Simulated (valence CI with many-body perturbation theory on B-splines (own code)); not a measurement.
**Pt27+: E2, M1 decay**

Computed by relativistic CI+MBPT: five valence electrons over a frozen Dirac-Fock core [Kr] 4d10, a basis of 7 s, 7 p, 7 d, 7 f, 4 g, 2 h functions for each j, with the one-electron correlation potential Σ1 (screened to all orders), the two-electron term Σ2, the three-electron term Σ3, Breit, model QED; selected single and double excitations, second order for the rest, scaled by the run's own slope (own B-spline code, finite nucleus).

No measured spectrum was set against this ion. As an estimate, large intervals hold to a few tenths of a per cent, small ones and those within an open d or f shell to about a per cent. Among the levels kept, up to 990 cm⁻¹ of a level comes from second order outside the variational space, and about a tenth of that is noise between levels of different J, which matters for small intervals. Only levels of the ground parity were solved; by the run's estimate the other parity begins above the list, which can be wrong where configurations are misplaced.

Lines 51 to 100 of 120 in falling wavelength, among levels below 348490 cm⁻¹, chosen from the decays that carry over 1 % of a level's rate. Wavelengths and rates use the calculated energies. Electric multipoles are in the length gauge, E1 and E2 with the static RPA response of the core. S is in atomic units (e²a₀⁴ for E2 and M2, e²a₀⁶ for E3), for M1 in squared Bohr magnetons. Weak lines are less certain than strong ones. Lines between different terms over intervals too small for the method are left out, as are lines whose strength nearly cancels. Where a level lies close to another of its J and parity, the split of strength between their lines is uncertain.

Names give the largest LS component (configuration and term), which can be under half, so a name can repeat, a term be missing and a line seem to break the LS rules; names also repeat where a configuration has a term twice. Letters in brackets count levels of one name in rising energy.

```tsv
λ vac (nm)	Upper	Lower	Type	A (s⁻¹)	S (a.u.)
350.4	4f⁵ ⁴I°_9/2 [a]	4f⁵ ⁶F°_7/2	M1	2.14e+01	3.41e-01
327.6	4f⁵ ⁶F°_5/2 [a]	4f⁵ ⁶H°_5/2	M1	4.13e+02	3.23e+00
326.9	4f⁵ ⁶F°_5/2 [b]	4f⁵ ⁶F°_3/2	M1	5.99e+02	4.65e+00
323.2	4f⁵ ⁴I°_9/2 [b]	4f⁵ ⁶F°_11/2	M1	6.40e+01	8.01e-01
321.2	4f⁵ ⁴H°_11/2 [a]	4f⁵ ⁶F°_11/2	M1	4.93e+01	7.27e-01
310.7	4f⁵ ⁶F°_3/2	4f⁵ ⁶H°_5/2	M1	1.63e+02	7.24e-01
310.0	4f⁵ ⁶F°_5/2 [b]	4f⁵ ⁶F°_5/2 [a]	M1	3.75e+02	2.49e+00
308.9	4f⁵ ⁴P°_5/2 [a]	4f⁵ ⁶F°_7/2	M1	2.00e+02	1.31e+00
307.2	4f⁵ ⁴L°_13/2	4f⁵ ⁶H°_11/2	M1	2.71e+02	4.07e+00
306.4	4f⁵ ⁴K°_13/2 [a]	4f⁵ ⁶F°_11/2	M1	6.05e+01	9.04e-01
304.4	4f⁵ ⁴M°_17/2	4f⁵ ⁴I°_15/2 [a]	M1	3.84e+02	7.24e+00
300.2	4f⁵ ⁴K°_11/2 [a]	4f⁵ ⁶H°_11/2	M1	3.31e+02	3.98e+00
289.2	4f⁵ ⁶F°_1/2	4f⁵ ⁶H°_5/2	E2	2.34e-02	8.47e-03
288.3	4f⁵ ²G°_7/2 [a]	4f⁵ ⁶F°_5/2 [b]	M1	2.74e+01	1.95e-01
285.7	4f⁵ ²K°_15/2 [a]	4f⁵ ⁴M°_15/2	M1	1.17e+03	1.61e+01
275.4	4f⁵ ⁴G°_7/2 [a]	4f⁵ ⁶F°_7/2	M1	3.00e+02	1.86e+00
273.2	4f⁵ ⁴F°_5/2 [a]	4f⁵ ⁶F°_5/2 [b]	M1	3.23e+02	1.46e+00
273.0	4f⁵ ⁴G°_9/2 [a]	4f⁵ ⁶F°_9/2	M1	1.77e+01	1.33e-01
271.2	4f⁵ ⁴L°_17/2	4f⁵ ⁴M°_15/2	M1	4.37e+00	5.81e-02
271.0	4f⁵ ⁴F°_3/2 [a]	4f⁵ ⁶F°_1/2	M1	9.42e+02	2.78e+00
266.7	4f⁵ ⁶F°_11/2	4f⁵ ⁶H°_9/2	M1	5.06e+01	4.26e-01
254.5	4f⁵ ⁴F°_3/2 [a]	4f⁵ ⁶F°_3/2	M1	4.21e+02	1.03e+00
246.8	4f⁵ ⁶F°_9/2	4f⁵ ⁶H°_7/2	M1	3.09e+00	1.72e-02
244.2	4f⁵ ⁴F°_3/2 [a]	4f⁵ ⁶F°_5/2 [a]	M1	3.25e+01	7.02e-02
238.6	4f⁵ ⁴I°_9/2 [b]	4f⁵ ⁶F°_9/2	M1	4.05e+02	2.04e+00
237.6	4f⁵ ⁴H°_11/2 [a]	4f⁵ ⁶F°_9/2	M1	1.39e+02	8.30e-01
235.2	4f⁵ ⁴I°_9/2 [a]	4f⁵ ⁶H°_9/2	M1	2.82e+02	1.36e+00
227.6	4f⁵ ⁴K°_11/2 [a]	4f⁵ ⁶H°_9/2	M1	6.09e+02	3.19e+00
222.3	4f⁵ ⁴L°_15/2	4f⁵ ⁶H°_13/2	M1	5.50e+01	3.58e-01
220.5	4f⁵ ⁶F°_7/2	4f⁵ ⁶H°_5/2	M1	7.65e+00	2.43e-02
220.3	4f⁵ ⁶F°_5/2 [b]	4f⁵ ⁶H°_7/2	M1	7.42e+02	1.76e+00
219.6	4f⁵ ⁴P°_5/2 [a]	4f⁵ ⁶F°_3/2	M1	2.79e+01	6.56e-02
211.8	4f⁵ ⁴P°_5/2 [a]	4f⁵ ⁶F°_5/2 [a]	M1	9.84e+02	2.08e+00
204.2	4f⁵ ⁴D°_7/2 [a]	4f⁵ ⁶F°_9/2	M1	5.24e+02	1.32e+00
203.4	4f⁵ ⁴G°_9/2 [a]	4f⁵ ⁶F°_7/2	M1	1.30e+02	4.04e-01
199.0	4f⁵ ⁴H°_11/2 [a]	4f⁵ ⁶H°_13/2	M1	5.68e+01	1.99e-01
199.0	4f⁵ ⁴K°_13/2 [a]	4f⁵ ⁴I°_15/2 [a]	M1	1.10e+01	4.50e-02
198.8	4f⁵ ⁴G°_7/2 [a]	4f⁵ ⁶H°_9/2	M1	7.83e+02	1.82e+00
194.0	4f⁵ ²K°_15/2 [a]	4f⁵ ⁴I°_15/2 [a]	M1	2.68e+01	1.16e-01
193.3	4f⁵ ⁴K°_13/2 [a]	4f⁵ ⁶H°_13/2	M1	2.76e+01	1.04e-01
192.9	4f⁵ ²P°_1/2 [a]	4f⁵ ⁶F°_1/2	M1	3.16e+02	1.68e-01
192.0	4f⁵ ²G°_7/2 [a]	4f⁵ ⁶F°_7/2	M1	1.96e+02	4.10e-01
190.3	4f⁵ ⁴G°_9/2 [a]	4f⁵ ⁶H°_11/2	M1	2.31e+02	5.90e-01
188.5	4f⁵ ²K°_15/2 [a]	4f⁵ ⁶H°_13/2	M1	4.36e+02	1.73e+00
187.2	4f⁵ ⁴L°_17/2	4f⁵ ⁴I°_15/2 [a]	M1	2.98e+00	1.30e-02
185.1	4f⁵ ⁴F°_5/2 [a]	4f⁵ ⁶F°_7/2	M1	3.53e+02	4.97e-01
184.4	4f⁵ ²P°_1/2 [a]	4f⁵ ⁶F°_3/2	M1	1.20e+03	5.59e-01
183.6	4f⁵ ⁴I°_9/2 [b]	4f⁵ ⁶F°_7/2	M1	5.31e+02	1.22e+00
179.8	4f⁵ ⁶P°_3/2	4f⁵ ⁶F°_1/2	M1	3.00e+01	2.59e-02
177.0	4f⁵ ⁴I°_9/2 [a]	4f⁵ ⁶H°_7/2	M1	1.14e+03	2.34e+00
```
